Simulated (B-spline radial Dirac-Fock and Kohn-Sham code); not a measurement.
## Ce²⁺ 3p1/2: cross section and angular parameters

System: Ce²⁺ in the configuration 1s2 2s2 2p6 3s2 3p6 3d10 4s2 4p6 4d10 4f2 5s2 5p6; threshold 1273.3 eV (orbital energy of the model). The computed values come from an atomic code on a B-spline grid: Dirac-Hartree-Slater photoionisation with a Latter tail; cross sections with all multipoles, angular parameters from the dipole term and its interference with E2.

```tsv
hν (eV)	σ (kb)	β	γ	δ
1430	80.2	0.996	0.356	0.118
1460	78.6	1.063	0.374	0.102
2080	48.3	1.511	0.083	0.010
3380	20.4	1.604	0.027	0.002
4110	13.7	1.595	0.141	0.004
4780	9.95	1.579	0.264	0.007
5970	6.03	1.542	0.490	0.014
10100	1.66	1.411	1.132	0.047
11100	1.30	1.382	1.258	0.056
11400	?	?	?	?
12000	1.06	1.358	1.363	0.064
15000	0.579	1.283	1.664	0.093
```

Q: Give the values at 11400 eV.

A: σ = 1.21 kb, β = 1.374, γ = 1.294, δ = 0.059.
